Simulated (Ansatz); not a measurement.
`N[SiH](O)S[SiH3]` + `[OH][Al]([F])[SH]` → `[F][Al]([SH])[O][SiH3]` + `N[SiH](O)S`  (ligand exchange at the Si–S bond)

Calculated with Ansatz (gas phase, PBE0-D4/def2-TZVP geometries, no zero-point term in ΔE). CBS: MP2 limit from def2 TZ/QZ plus the TZ coupled-cluster correction, frozen cores. DFT in def2-TZVPP. One conformer a species, not always the lowest.

Problem. Is it downhill or uphill in electronic energy at CCSD(T)/CBS, and by how much? (Best estimate.)

Solution. The calculation gave: Downhill: ΔE = -45.4 kJ/mol.

Problem. What do these levels give: BLYP-D4, r2SCAN0-D4, BHLYP-D4, B2PLYP, CAM-B3LYP, MP2/def2-QZVPP? (An estimate is asked.)

Solution. Computed: BLYP-D4 -44.3, r2SCAN0-D4 -43.8, BHLYP-D4 -55.5, B2PLYP -52.8, CAM-B3LYP -58.9, MP2/def2-QZVPP -43.6 kJ/mol.

Largest T1 diagnostic among the species: 0.012.

The D4 term adds +6.8 kJ/mol with B3LYP and +3.5 kJ/mol with PBE0; it sums over pairs of atoms, weighted by their polarisabilities, and B3LYP, whose exchange is more repulsive, gets the larger term. In def2-TZVPP, CCSD(T) changes the Hartree–Fock value by +24.2 kJ/mol (the triples alone add +4.7 kJ/mol) and MP2 by +28.3 kJ/mol.

B3LYP here is the variant with VWN-RPA as its local correlation; programs differ in this.
